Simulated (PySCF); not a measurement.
# Ar²⁺ (argon, charge +2) across methods

[Ne] 3s1 3p4 4s1, high-spin 5P determinant (an excited configuration). All numbers are calculated (PySCF 2.14, scalar relativity by spin-free X2C-1e, in aug-cc-pCVQZ-DK).

```json
{"method": "UHF", "E (hartree)": "-525.78991", "mean ε 3p α (eV)": "-51.386", "mean ε 3p β (eV)": "-43.467", "mean ε 4s α (eV)": "-18.643", "Σ⟨r²⟩ (bohr²)": "25.83", "⟨S²⟩": "6.002"}
{"method": "wB97M-V", "E (hartree)": "-526.3846", "mean ε 3p α (eV)": "-47.761", "mean ε 3p β (eV)": "-43.247", "mean ε 4s α (eV)": "-18.829", "Σ⟨r²⟩ (bohr²)": "25.26", "⟨S²⟩": "6.001"}
{"method": "PBE0", "E (hartree)": "-526.2701", "mean ε 3p α (eV)": "-45.672", "mean ε 3p β (eV)": "-40.818", "mean ε 4s α (eV)": "-17.076", "Σ⟨r²⟩ (bohr²)": "25.20", "⟨S²⟩": "6.001"}
{"method": "r2SCAN", "E (hartree)": "-526.3983", "mean ε 3p α (eV)": "-44.415", "mean ε 3p β (eV)": "-39.619", "mean ε 4s α (eV)": "-16.461", "Σ⟨r²⟩ (bohr²)": "25.45", "⟨S²⟩": "6.002"}
{"method": "B3LYP", "E (hartree)": "-526.4410", "mean ε 3p α (eV)": "-45.069", "mean ε 3p β (eV)": "-40.775", "mean ε 4s α (eV)": "-16.958", "Σ⟨r²⟩ (bohr²)": "25.16", "⟨S²⟩": "6.001"}
{"method": "PBE", "E (hartree)": "-526.2457", "mean ε 3p α (eV)": "-43.502", "mean ε 3p β (eV)": "-39.416", "mean ε 4s α (eV)": "-16.424", "Σ⟨r²⟩ (bohr²)": "25.08", "⟨S²⟩": "6.001"}
{"method": "LDA", "E (hartree)": "-524.7969", "mean ε 3p α (eV)": "-43.426", "mean ε 3p β (eV)": "-39.364", "mean ε 4s α (eV)": "-16.616", "Σ⟨r²⟩ (bohr²)": "25.01", "⟨S²⟩": "6.001"}
```

The outer electron is Rydberg-like, and this basis confines it to a smaller radius and binds it less than a complete one would.
